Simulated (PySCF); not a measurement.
# How methods differ on the ionisation energy of Kr²²⁺

Kr²²⁺ [Ne] 3s2 3p2 (3P) → Kr²³⁺ [Ne] 3s2 3p1 (2P), as a difference of total energies. Calculation: PySCF 2.14, in an uncontracted even-tempered set (18 s from 2.2 bohr⁻², ratio 2.5; 12 p from 2.9 bohr⁻², ratio 2.5; 5 d from 13 bohr⁻², ratio 2.7; 4 f from 20 bohr⁻², ratio 2.7); scalar relativity by spin-free X2C-1e. Correlated levels: outer shells: 1s2 frozen; virtual orbitals above 40 to 60 times the deepest correlated orbital energy dropped. The calculations carry no spin-orbit coupling.

```csv
method,ionisation energy (eV)
UHF,992.41
MP2 (outer shells),992.99
SCS-MP2 (outer shells),992.80
CCSD (outer shells),992.89
CCSD(T) (outer shells),992.89
```

Question: How much does correlation contribute at CCSD(T) (outer shells)?

Answer: 992.89 − (992.41) = 0.48 eV, measured against UHF.

Spin-orbit coupling is strong in these open shells (close to jj coupling). The scalar numbers leave it out and a first-order estimate fails, so it can dominate the gap to the real levels.

Breit and QED terms and the two-electron picture change are absent.

For comparison: 999 ± 2.4 eV (semi-empirical (NIST evaluation); NIST Atomic Spectra Database, ionization energies).
